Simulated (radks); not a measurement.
Results of a calculation; reference values are marked as such.
Species: Xe40+. Configuration: [Ne] 3s2 3p2. Level of theory: Dirac Kohn-Sham, PBE, spin-unpolarised, spherical densities, finite nucleus; open shells are shared between the two j in proportion to 2j + 1; Fermi nuclear charge, rms radius 4.7859 fm (a radial shooting solver on a logarithmic mesh with Libxc functionals).

Unscreened Slater integrals over Kohn-Sham orbitals (eV). Large and small components are both included. Empty in this configuration: 3d3/2.

F0(3p3/2,3p3/2): 91.252
F2(3p3/2,3p3/2): 45.716
F0(3p3/2,3p1/2): 92.687
G2(3p3/2,3p1/2): 45.961
F0(3p3/2,3s1/2): 90.092
G1(3p3/2,3s1/2): 58.140
F0(3p3/2,2p3/2): 120.57
F2(3p3/2,2p3/2): 31.344
G0(3p3/2,2p3/2): 12.488
G2(3p3/2,2p3/2): 13.772
F0(3p3/2,3d3/2): 96.569
F2(3p3/2,3d3/2): 45.916
G1(3p3/2,3d3/2): 46.919
G3(3p3/2,3d3/2): 31.898
F0(3p1/2,3p1/2): 94.225
F0(3p1/2,3s1/2): 91.436
G1(3p1/2,3s1/2): 57.777
F0(3p1/2,2p3/2): 123.85
G2(3p1/2,2p3/2): 13.605
F0(3p1/2,3d3/2): 98.391
G1(3p1/2,3d3/2): 50.199
F0(3s1/2,3s1/2): 89.200
F0(3s1/2,2p3/2): 116.69
G1(3s1/2,2p3/2): 12.031
F0(3s1/2,3d3/2): 95.266
G2(3s1/2,3d3/2): 35.835
F0(2p3/2,2p3/2): 247.19
F2(2p3/2,2p3/2): 117.92
F0(2p3/2,3d3/2): 133.13
F2(2p3/2,3d3/2): 42.429
G1(2p3/2,3d3/2): 39.583
G3(2p3/2,3d3/2): 22.882
F0(3d3/2,3d3/2): 105.79
F2(3d3/2,3d3/2): 54.826
